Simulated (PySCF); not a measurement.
## Ga₃O⁺: from structure and modes to constants

Computed with PBE0 in PySCF with O def2-SVP, Ga def2-SVP; no relativity; density-fitted integrals.

The singlet minimum has D3h symmetry. Masses (u): O 15.99492, Ga 68.92558.

```xyz
4
charge 1 multiplicity 1, angstrom
O     0.0000    0.0000    0.0000
Ga    0.0005    0.0000    1.9811
Ga    1.7155    0.0000   -0.9910
Ga   -1.7160    0.0000   -0.9901
```

Harmonic wavenumbers (cm⁻¹): 83.1 (e', ×2), 178.6 (a2'', ×1), 229.4 (a1', ×1), 454.9 (e', ×2).

Find the principal moments of inertia and the rotational constants. What kind of rotor is it?

About the centre of mass I = 405.79, 405.79, 811.59 u Å². With B = 16.8576/I this gives 0.04154, 0.04154, 0.02077 cm⁻¹. The molecule is an oblate symmetric top.

What is the harmonic zero-point energy?

Half the sum of all 6 wavenumbers, 1484/2 = 742 cm⁻¹, which is 8.9 kJ/mol (1 cm⁻¹ = 0.0119627 kJ/mol).

Find the vibrational entropy and heat capacity at 298.15 K.

With u = 1.43878 ω/T, each mode gives S = R[u/(eᵘ−1) − ln(1−e⁻ᵘ)] and C = R u² eᵘ/(eᵘ−1)².
```csv
ω (cm⁻¹),u,S (J/(mol K)),C (J/(mol K))
83.1 (×2),0.401,15.97,8.20
178.6,0.862,9.80,7.82
229.4,1.107,7.88,7.52
454.9 (×2),2.195,3.27,5.65
```
The sums over all modes are S = 56.2 and C = 43.0 J/(mol K); the softest mode gives 28 % of the entropy (each member, where degenerate).

Give the standard entropy (298.15 K, 1 bar) by its translational, rotational, vibrational and spin parts, and Cp.

Sackur–Tetrode with M = 222.77 u gives 176.3; rotation with symmetry number 6 gives 111.4; vibration 56.2; spin R ln 1 = 0.0. The total is 343.9 J/(mol K), and Cp = 4 R + 43.0 = 76.3 J/(mol K).

Other isomers or separated fragments may lie lower.
